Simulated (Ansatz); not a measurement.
`N#[C][Sn]([Cl])[Cl]` radical, 5 atoms. Charge 0, multiplicity 2. Correlated methods include outer-core shells of Sn, which these sets cover unevenly. Sn: def2 effective core potential. All runs use 4 threads of a server CPU on a shared host. Correlated methods freeze the cores. Open-shell runs search over several starts.

(1) How many basis functions does each run have, and how long does it take in Ansatz? UKS PBE0-D4/def2-TZVP frequencies; UHF-CCSD(T)/def2-TZVPP energy; UKS PBE0-D4/def2-QZVPP energy; UKS PBE-QIDH (frozen core)/def2-TZVPP energy; UKS B2PLYP (frozen core)/def2-TZVPP energy; direct RPA on PBE orbitals/def2-TZVPP energy; UKS BHLYP-D4/def2-TZVPP energy; UKS PBE0-D4/def2-TZVP relaxation (7 steps); UKS r2SCAN0-D4/def2-TZVPP energy; UHF-CCSD(T)/def2-SVP energy; UKS ωB97M-V/def2-SVP energy; UKS ωB97M-V/def2-QZVPP energy. (Estimate.)

## Answers

(1) Ansatz gave: Other jobs shared the machine, so times are rough.

```csv
level,job,functions,wall time,peak host memory (GiB)
UKS B2PLYP (frozen core)/def2-TZVPP,energy,196,29 s,0.71
UKS BHLYP-D4/def2-TZVPP,energy,196,30 s,0.82
UKS ωB97M-V/def2-SVP,energy,90,34 s,0.48
UKS PBE-QIDH (frozen core)/def2-TZVPP,energy,196,36 s,0.73
direct RPA on PBE orbitals/def2-TZVPP,energy,196,37 s,0.54
UKS r2SCAN0-D4/def2-TZVPP,energy,196,38 s,0.85
UHF-CCSD(T)/def2-SVP,energy,90,59 s,0.67
UKS PBE0-D4/def2-QZVPP,energy,336,71 s,1.5
UKS ωB97M-V/def2-QZVPP,energy,336,2.1 min,1.8
UKS PBE0-D4/def2-TZVP,relaxation (7 steps),186,2.9 min,0.7
UKS PBE0-D4/def2-TZVP,frequencies,186,8.2 min,0.71
UHF-CCSD(T)/def2-TZVPP,energy,196,25 min,6.7
```
